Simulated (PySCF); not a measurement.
Give a PBE0-D3(BJ)/def2-SVP geometry of `[O]=[Os](=[O])(=[O])=[O]`. (Singlet state.)

```
atom  x, y, z in Å
Os1    0.015   -0.022   -0.012
O2     0.026   -0.046    1.680
O3     1.606   -0.039   -0.587
O4    -0.764    1.381   -0.552
O5    -0.808   -1.384   -0.591
```

Any rigid rotation of these coordinates is as good. Atoms count from 1 in this order. Os1 (osmium bonded to 4 O) is tetrahedral (angles from 109.4° to 109.5°). All 4 O–Os bonds measure 1.692 to 1.693 Å.

Bonds between heavy atoms (Å): Os1–O2 1.693, Os1–O3 1.692, Os1–O4 1.693, Os1–O5 1.693.

Method used: PBE0-D3(BJ)/def2-SVP geometry optimisation, gas phase, def2 core potentials past Kr (PySCF 2.14.0).

Point group: Td (every atom within 0.08 Å of its image). No frequency check.


Task: What does the BHandHLYP/6-31+G* structure of `c1ccsc1` (thiophene) look like in three dimensions?

Result: 
Z-matrix in Å and degrees, rows numbered from 1:
```
C 
C   1  1.4256
C   2  1.3576  1  112.46
S   3  1.7197  2  111.71  1    -0.01
C   1  1.3577  2  112.60  3     0.00
H   1  1.0763  2  123.95  3  -179.96
H   2  1.0764  1  124.02  3   179.96
H   3  1.0739  2  127.97  1   179.98
H   5  1.0739  1  128.01  2  -179.99
```

The 5 heavy atoms lie in one plane (0.000 Å rms). The 5-membered ring C1–C2–C3–S4–C5 has internal angles of 91.6° to 112.6°; it is planar, 0.00 Å rms from its mean plane, widest ring torsion 0°. The C–C distances run from 1.358 Å (C2–C3, aromatic) to 1.426 Å (C1–C2, aromatic), a spread of 0.068 Å.

Computed, not measured: BHandHLYP/6-31+G* geometry optimisation, gas phase (PySCF).

Point group: C2v (every atom within 0.08 Å of its image). No frequency check.
